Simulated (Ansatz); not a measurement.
Relaxation of ClH$_{4}$Sn (6 atoms, charge 0, multiplicity 2), to a largest force component of 0.03 eV/Å in at most 50 steps.

The calculation used UKS PBE0/def2-SVP (Ansatz 0.2.0).

```xyz
6
Properties=species:S:1:pos:R:3
Sn -0.045 0.000 -0.058
H 0.040 0.000 1.674
Cl 2.183 0.000 -0.834
H -0.771 1.421 -0.669
H -0.771 -1.421 -0.669
H -0.003 0.000 3.534
```

Where does it end, and by what steps?

The forces met the threshold. The force dipped under the threshold on the way, but the program's further checks kept it going. After 10 steps the energy has fallen by 0.027 eV; H6 moved furthest, 1.00 Å.

```csv
step,energy less start (eV),largest force component (eV/Å),accepted
0,0.0000,0.178,yes
1,-0.0009,0.100,yes
2,-0.0019,0.030,yes
3,-0.0077,0.194,yes
4,-0.0168,0.127,yes
5,-0.0229,0.017,yes
6,-0.0256,0.054,yes
7,-0.0253,0.202,no
8,-0.0263,0.011,yes
9,-0.0264,0.054,yes
10,-0.0268,0.020,yes
```

```xyz
6
Properties=species:S:1:pos:R:3
Sn -0.059 0.000 -0.254
H -0.021 0.000 1.452
Cl 2.190 0.000 -0.968
H -0.763 1.419 -0.893
H -0.763 -1.419 -0.893
H 0.049 0.000 4.536
```

Whether the end is a true minimum wasn't checked by a vibrational analysis.

Time of the run: 43 s on 1 thread of Arm Neoverse V1, on a shared host, peak memory 0.17 GiB.
